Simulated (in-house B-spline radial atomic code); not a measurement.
Radial electron density of neutral zirconium, [Kr] 4d2 5s1 5p1. Computed with a B-spline radial code for spherical atoms: scalar-relativistic (X2C) B3LYP, spin-polarised, spherical fractional occupations, exact exchange averaged over the configuration, Fermi nucleus of rms radius 4.2694 fm.

One-electron X2C: radii and densities carry no picture-change correction, so inner-shell <1/r> comes out high (for 1s by about 2 % at Z = 33, 5 % at 54, 10 % at 75, 30 % at 118) and <r> low.

Columns: r (bohr), 4πr²n(r) (electrons per bohr), bar.

```
 0.00121    1.319 #
 0.00151    1.911 #
 0.00189    2.769 ##
 0.00236     3.97 ###
 0.00294    5.624 ####
 0.00367    7.909 ######
 0.00458    10.97 ########
 0.00572    14.99 ###########
 0.00714    20.03 ###############
 0.00891    26.07 ###################
  0.0111    32.79 ########################
  0.0139    39.79 #############################
  0.0173    45.72 #################################
  0.0216    49.63 ####################################
   0.027     50.4 #####################################
  0.0337       48 ###################################
   0.042    44.14 ################################
  0.0524    42.04 ###############################
  0.0655    44.87 #################################
  0.0817    52.56 ######################################
   0.102    60.17 ############################################
   0.127    60.58 ############################################
   0.159    51.43 #####################################
   0.198    40.34 #############################
   0.247    37.26 ###########################
   0.309    42.86 ###############################
   0.385    45.51 #################################
   0.481    36.76 ###########################
     0.6    22.07 ################
   0.749    12.06 #########
   0.935    9.488 #######
    1.17    9.086 #######
    1.46    6.952 #####
    1.82    3.995 ###
    2.27    2.016 #
    2.83    1.196 #
    3.53   0.8445 #
    4.41    0.547 
     5.5   0.2825 
    6.87   0.1095 
    8.57   0.0311 
    10.7 0.006004 
    13.3 0.0007523 
    16.7 4.578e-05
```

On this grid the curve has 3 maxima, near 0.027, 0.127, 0.385 bohr.

The 5p up radial function P(r) = rR(r), positive near the nucleus:

| r (bohr) | P |
| --- | --- |
| 0.00236 | 0.0005225 |
| 0.00367 | 0.00114 |
| 0.00572 | 0.002494 |
| 0.00891 | 0.005389 |
| 0.0139 | 0.01137 |
| 0.0216 | 0.02268 |
| 0.0337 | 0.04189 |
| 0.0524 | 0.06678 |
| 0.0817 | 0.08231 |
| 0.127 | 0.05446 |
| 0.198 | -0.03842 |
| 0.309 | -0.1254 |
| 0.481 | -0.05847 |
| 0.749 | 0.146 |
| 1.17 | 0.2058 |
| 1.82 | -0.05641 |
| 2.83 | -0.4047 |
| 4.41 | -0.4956 |
| 6.87 | -0.2874 |
| 10.7 | -0.07539 |
| 16.7 | -0.006751 |
